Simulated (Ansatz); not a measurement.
Reactions of CH₇F₂NSi₂ (`C[SiH](F)N[SiH2]F`).

Gas-phase electronic energies from Ansatz, PBE0-D4/def2-TZVP geometries. CCSD(T)/CBS is the MP2 limit (def2-TZVPP, def2-QZVPP) plus CCSD(T) − MP2 in def2-TZVPP, frozen cores. This one scheme is used for every species. DFT in def2-TZVPP. For Ge outer-core shells are correlated without core-valence functions, which leaves a few kJ/mol of doubt a bond. Scalar relativity is left out up to krypton. Each species was taken in one conformer, which may not be the lowest.

```tsv
reaction	HF/CBS(def2) (kJ/mol)	PBE-D4 (kJ/mol)
`C[SiH](F)N[SiH2]F` + `O[SiH](O)C[SiH](Cl)Cl` → `O[SiH](O)C[SiH2]F` + `C[SiH](F)N[SiH](Cl)Cl`	10	9
`C[SiH](F)N[SiH2]F` + H–F → `F[SiH2]N[SiH](F)F` + CH₄	-179	-142
`C[SiH](F)N[SiH2]F` + `[SiH3][SiH2]S` → `F[SiH2][SiH2]S` + `C[SiH](F)N[SiH3]`	35	34
`C[SiH](F)N[SiH2]F` + `[F][GeH2][F]` → `F[SiH2]N[SiH](F)F` + `[CH3][GeH2][F]`	-78	-66
`C[SiH](F)N[SiH2]F` + `O[SiH2]O` → `C[SiH](F)O[SiH2]O` + `N[SiH2]F`	-70	-51
`C[SiH](F)N[SiH2]F` + H₂ → `C[SiH2]F` + `N[SiH2]F`	41	56
`C[SiH](F)N[SiH2]F` + `BNCC=C` → `C=C[SiH](F)N[SiH2]F` + `BNCC`	11	12
`C[SiH](F)N[SiH2]F` + `C=C` → `C=C[SiH](F)N[SiH2]F` + CH₄	-2	-8
`C[SiH](F)N[SiH2]F` + H₂O → `C[SiH](F)N[SiH2]O` + H–F	56	42
`C[SiH](F)N[SiH2]F` + H–F → `C[SiH](F)F` + `N[SiH2]F`	-99	-77
```

(1) Give the CCSD(T)/CBS values in the same order. (An estimate is asked.)

Largest T1 diagnostic: 0.012, for `BNCC=C`.

Answers

(1) The calculation gave: 10, -151, 37, -79, -56, 61, 11, -6, 45, -77 kJ/mol.
